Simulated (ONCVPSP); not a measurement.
# Pseudopotential generation for La: ONCV, LDA (Perdew-Zunger), scalar-relativistic.

lanthanum (La), optimised norm-conserving Vanderbilt (ONCV), made with ONCVPSP 4.0.1 (LDA (Perdew-Zunger), scalar-relativistic). Core [Kr] 4d10, reference 5s2 5p6 5d1 6s1 (charge +1). Waves: 5s+6s: rc 2.75 bohr, ncon 4, nbas 8, qcut 4.2 1/bohr, 2 projectors; 5p: rc 2.30 bohr, ncon 5, nbas 10, qcut 5 1/bohr, 2 projectors, debl 2 Ha; 5d: rc 3.40 bohr, ncon 4, nbas 8, qcut 4.5 1/bohr, 2 projectors, debl 1.1 Ha; f scattering state at 0.14 Ha: rc 2.70 bohr, ncon 4, nbas 7, qcut 3.8 1/bohr, 2 projectors, debl 2.2 Ha. Local part: polynomial inside 2.25 bohr (lpopt 5, dvloc0 0 Ha). Core correction: none.

In the f channel the program set the typed energies aside and used -0.385, 1.815 Ha.

All-electron outer shells of the reference configuration (LDA (Perdew-Zunger), scalar-relativistic, ld1.x):

```json
{"shell": "5s", "level (eV)": "-44.96", "outermost node (bohr)": "0.77", "outermost maximum (bohr)": "1.41"}
{"shell": "5p", "level (eV)": "-28.34", "outermost node (bohr)": "0.83", "outermost maximum (bohr)": "1.58"}
{"shell": "5d", "level (eV)": "-8.69", "outermost node (bohr)": "0.95", "outermost maximum (bohr)": "2.19"}
{"shell": "6s", "level (eV)": "-8.60", "outermost node (bohr)": "1.85", "outermost maximum (bohr)": "3.56"}
```

(1) Estimate the cutoffs (Ha) at which the residual kinetic energy of the hardest occupied pseudo-wave falls to 1 and 0.1 mHa per electron.

(2) Does the potential have ghost states?

(3) Which valence shell sets the plane-wave cutoff?

(4) Tests: 5s2 5p6 5d1 6s2; 5s2 5p6 5d1 6s0; 5s2 5p6 5d0 6s0; 4f1 5s2 5p6 5d1 6s0. Which has the largest error in its energy relative to the reference configuration, and how large is it?

Answers

(1) 9.8 Ha and 13 Ha. The cutoffs count occupied waves only; projector 2 of the f channel, the hardest unoccupied one, needs 39 Ha at the loose tolerance.

(2) No bound ghost flagged; no localised positive-energy state flagged.

(3) 5p: 10 Ha for 1 mHa per electron, against 6 Ha for 5d.

(4) 4f1 5s2 5p6 5d1 6s0, with +1399 meV (all-electron minus pseudo) on +0.91 eV.
